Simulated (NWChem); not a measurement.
SiNH4OF; SMILES O[SiH](N)F

```xyz
8

Si     0.0801     0.0276    -0.3705
N      0.5306    -1.4698     0.2823
O      0.9604     1.1875     0.4093
F     -1.4801     0.4405    -0.1321
H      0.2457    -0.0149    -1.8420
H      0.4198    -2.3385    -0.2238
H      0.6931    -1.6055     1.2724
H      0.5344     2.0452     0.4960
```
Atoms are numbered in this order, from 1.

All runs: NWChem. Pople sets run with spherical d functions. Coordinates come from a PBE0/def2-SVP optimisation. B3LYP is NWChem's, with the RPA form of VWN correlation. Vzz is the largest principal value of the second derivative of the potential at the nucleus (NWChem prints the opposite sign); η is the asymmetry. Non-relativistic.

| level | Vzz N2 (a.u.) | η N2 | Vzz O3 (a.u.) | η O3 | relative time |
|---|---|---|---|---|---|
| Hartree-Fock/6-31G* | -0.930 | 0.34 | 1.437 | 0.55 | 1 |
| Hartree-Fock/def2-TZVP | -0.907 | 0.39 | 1.450 | 0.51 | 5 |
| B3LYP/cc-pVTZ | -0.919 | 0.34 | 1.402 | 0.51 | 7 |
| B3LYP/def2-TZVP | -0.890 | 0.37 | 1.394 | 0.50 | 10 |

The last column is a rough cost ratio, cheapest run = 1.
